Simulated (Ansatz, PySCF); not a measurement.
Process, species as SMILES: C=C[Si](F)(C=C)C=C [tris(ethenyl)-fluorosilane] + 10 [H][H] (H2) -> 6 C (CH4) + F (HF) + [SiH4] (SiH4)
Structures are relaxed separately at B3LYP-D3(BJ)/def2-TZVP in Ansatz (a program for electronic structure), one conformer each, not searched for the lowest. Frequencies are from Ansatz or PySCF.

Quantity: energy of full hydrogenation (enthalpy at 298 K, with B3LYP-D3(BJ) rigid-rotor harmonic-oscillator terms), in eV. Cores are frozen in the correlated levels unless marked. Spin-orbit coupling is left out. No relativistic terms. Basis-set limits of correlation are two-point, X^-3; Hartree-Fock from the larger set. The bracket is a focal-point correction in the basis named.

```tsv
level	program	energy of full hydrogenation (eV)
SVWN5/def2-TZVPD	Ansatz	?
BLYP-D4/def2-TZVPD	Ansatz + dftd4	-4.36
B3LYP-D3(BJ)/def2-TZVPD	Ansatz + dftd3	-5.01
BHLYP-D3(BJ)/def2-TZVPD	Ansatz + dftd3	?
r2SCAN0-D4/def2-TZVPD	Ansatz + dftd4	-5.65
r2SCAN0/def2-TZVPD	Ansatz	-5.75
LC-wPBE/def2-TZVPD	Ansatz	-6.18
wB97M-V/def2-TZVPD	Ansatz	-5.20
wB97X/def2-TZVPD	Ansatz	?
B2GP-PLYP-D4/def2-TZVPD	Ansatz + dftd4	-5.09
PBE-QIDH/def2-TZVPD	Ansatz	-5.71
SCS-MP2/STO-3G	Ansatz	-6.80
SCS-MP2/aug-cc-pV(D+d)Z	Ansatz	-5.45
CCSD/aug-cc-pV(D+d)Z	Ansatz	?
RI-MP2/CBS(aug-cc-pV(T+d)Z,aug-cc-pV(Q+d)Z)+[CCSD(T)-MP2]/aug-cc-pV(T+d)Z	Ansatz	-5.00
```

Question: Fill in the missing entries.

Answer: 
- SVWN5/def2-TZVPD, energy of full hydrogenation (eV): -6.06
- BHLYP-D3(BJ)/def2-TZVPD, energy of full hydrogenation (eV): -5.63
- wB97X/def2-TZVPD, energy of full hydrogenation (eV): -5.94
- CCSD/aug-cc-pV(D+d)Z, energy of full hydrogenation (eV): -5.84
